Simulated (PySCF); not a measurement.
Computed properties of CH₇NSi₃, SMILES C1=N[Si@H]([SiH3])[SiH2]1

CH7NSi3, SMILES [SiH3][Si@H]1N=C[SiH2]1. Geometry optimised at r2SCAN-D4/def2-SVP. The structure was generated by enumeration; whether it is a known compound was not checked. One conformer was computed; it need not be the lowest. All values are computed for the isolated molecule unless a solvent is named; none is compared with measurement here.

**Structure.** All 30 harmonic modes at r2SCAN-D4/def2-SVP (PySCF) are real, so it is a minimum. With heavy atoms numbered as in [SiH3:1][Si@H:2]1[N:3]=[CH:4][SiH2:5]1, the shortest bond between them is N3–C4 at 1.293 Å and the longest Si2–Si5 at 2.354 Å.

**Vibrations.** The strongest infrared lines (harmonic, unscaled, degenerate partners summed) lie at 853 cm⁻¹ (235 km/mol, H 87 %, Si 10 %), 2203 cm⁻¹ (143 km/mol, H 96 %), 2185 cm⁻¹ (123 km/mol, H 98 %). The softest mode is at 73 cm⁻¹ and the zero-point energy is 44.2 kcal/mol.

**Electronic structure.** B3LYP/def2-TZVP (PySCF) places the frontier levels at -6.61 and -1.52 eV, a gap of 5.09 eV, and gives a dipole moment of 1.61 D and a mean polarisability of 104.0 bohr³. PBE/def2-TZVP (PySCF) at the same geometry gives -5.54 and -2.40 eV, so its gap is 1.95 eV narrower. An orbital gap is neither the optical nor the fundamental gap.

**Excitations.** TDA-M06-2X/def2-SVPD (PySCF) has S1 at 3.46 eV (358 nm, f = 0.000, dark); the most intense of the 10 singlets computed lies at 6.34 eV (f = 0.13). T1 (TDA) is at 2.86 eV, 0.60 eV under S1. TDA-PBE/def2-SVPD (PySCF) puts S1 at 3.50 eV. No vertical singlet excitation falls in the visible range (under 3.1 eV).

**NMR.** GIAO shifts at B3LYP/pcSseg-1 (PySCF) (non-relativistic, atoms alike by connectivity averaged): ¹³C at 221.3 ppm against TMS; ¹H from 3.9 to 10.3 ppm against TMS; ²⁹Si from -99.9 to 0.4 ppm against TMS.

**Solvation.** SMD-M06-2X/6-31G* (PySCF) gives 1.2 kcal/mol in water, -2.2 kcal/mol in chloroform, -0.9 kcal/mol in dimethylsulfoxide (1 M in both phases, gas-phase geometry); of these solvents chloroform holds the molecule best.
